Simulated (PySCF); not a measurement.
Method: PBE-D3(BJ)/def2-TZVP // B3LYP-D3(BJ)/def2-TZVP (PySCF). Isolated molecules, 0 K electronic values unless said otherwise. One relaxed conformer stands for a flexible species; it need not be the lowest. Excitations are Tamm–Dancoff values on a coarser integration grid. The basis has no diffuse functions, so Rydberg states are missing or too high.

Reference species (SMILES): `C(O[SiH3])=[SiH2]` (Si–C–O–Si torsion 0°) (neutral, multiplicity 1).

```json
{
  "LUMO": "-1.81 eV",
  "S1–T1 gap (TDA)": "1.63 eV",
  "HOMO": "-5.00 eV",
  "S1 oscillator strength": "0.001"
}
```

Changed species: `[SiH3][C@@H]1O[SiH2]1`.

Problem. Predict the effect on the LUMO, S1–T1 gap (TDA), HOMO and S1 oscillator strength.

Solution. the LUMO rises by 0.25 eV, to -1.56 eV; the S1–T1 gap (TDA) decreases by 1.06 eV, to 0.57 eV; the HOMO falls by 1.46 eV, to -6.46 eV; the S1 oscillator strength goes up by 0.016, to 0.017.
